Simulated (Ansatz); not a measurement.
Tetramethylammonium triiodophenyl difluorosulfonate ester (C12H14F2I3NO5S). Total charge 0; triplet. Geometry PBE-D4/def2-SVP, that of the neutral singlet; atoms count from 1.

```tsv
atom	x (Å)	y (Å)	z (Å)
C1	-2.028	2.461	1.944
N2	-2.276	2.496	0.458
C3	-2.671	3.873	0.031
C4	-3.384	1.529	0.128
C5	-1.008	2.086	-0.252
H6	-2.971	2.705	2.465
H7	-1.665	1.440	2.197
H8	-1.250	3.209	2.186
H9	-1.853	4.578	0.269
H10	-2.856	3.872	-1.059
H11	-3.591	4.171	0.567
H12	-3.135	0.522	0.533
H13	-4.314	1.902	0.597
H14	-3.501	1.492	-0.970
H15	-0.669	1.127	0.187
H16	-0.247	2.869	-0.081
H17	-1.217	1.977	-1.330
O18	0.852	-0.426	-1.162
C19	0.438	-1.475	-0.729
O20	1.213	-2.559	-0.414
C21	2.569	-2.463	-0.657
C22	3.453	-2.133	0.390
I23	2.669	-1.724	2.299
C24	4.839	-2.093	0.165
C25	5.328	-2.380	-1.117
I26	7.419	-2.320	-1.465
C27	4.470	-2.715	-2.176
C28	3.089	-2.753	-1.932
I29	1.776	-3.290	-3.500
C30	-1.023	-1.769	-0.392
F31	-1.376	-3.032	-0.706
F32	-1.797	-0.907	-1.121
S33	-1.372	-1.445	1.471
O34	-0.538	-0.203	1.718
O35	-0.909	-2.668	2.156
O36	-2.847	-1.167	1.485
H37	5.520	-1.839	0.988
H38	4.864	-2.947	-3.174
```

In the def2 sets I takes a core potential; there is no spin–orbit coupling. Single mean-field runs in def2-TZVP are fitted with def2-universal-jkfit. At PBE0-D4/def2-TZVP a singlet of charge 0 lies 3.78 eV below the triplet at the same geometry.

Estimate the Mulliken populations of the heavy atoms from the PBE0/def2-TZVP orbitals of Ansatz.


```tsv
atom	charge (e)	spin (α − β)
C1	-0.31	0.00
N2	0.05	0.00
C3	-0.30	0.00
C4	-0.31	0.00
C5	-0.31	0.00
O18	-0.30	0.00
C19	0.28	0.01
O20	-0.20	0.01
C21	0.14	0.23
C22	0.11	-0.03
I23	0.02	0.11
C24	-0.35	0.05
C25	0.21	0.33
I26	-0.01	1.02
C27	-0.34	0.10
C28	0.14	-0.03
I29	-0.06	0.11
C30	0.26	0.00
F31	-0.14	0.00
F32	-0.17	0.00
S33	0.83	0.00
O34	-0.56	0.00
O35	-0.45	0.00
O36	-0.51	0.00
```
Mulliken values depend strongly on the basis.

Where does the spin sit?

Summed by element: C 0.67, N 0.00, H 0.08, O 0.01, I 1.24, F 0.00, S 0.00, of 2 unpaired in all. Largest on single atoms: I26 1.02, C25 0.33, C21 0.23.

And the Mayer bond orders between heavy atoms (over 0.3)?

C1–N2 0.93 (1.51 Å); N2–C3 0.94 (1.50 Å); N2–C4 0.93 (1.51 Å); N2–C5 0.93 (1.51 Å); O18–C19 2.01 (1.21 Å); C19–O20 1.09 (1.37 Å); C19–C30 0.93 (1.53 Å); O20–C21 0.99 (1.38 Å); C21–C22 1.27 (1.41 Å); C21–C28 1.30 (1.41 Å); C22–I23 0.99 (2.10 Å); C22–C24 1.42 (1.40 Å); C24–C25 1.27 (1.40 Å); C25–I26 0.68 (2.12 Å); C25–C27 1.25 (1.40 Å); C27–C28 1.42 (1.40 Å); C28–I29 0.94 (2.11 Å); C30–F31 1.14 (1.35 Å); C30–F32 1.05 (1.37 Å); C30–S33 0.80 (1.92 Å); S33–O34 1.53 (1.52 Å); S33–O35 1.84 (1.48 Å); S33–O36 1.66 (1.50 Å).
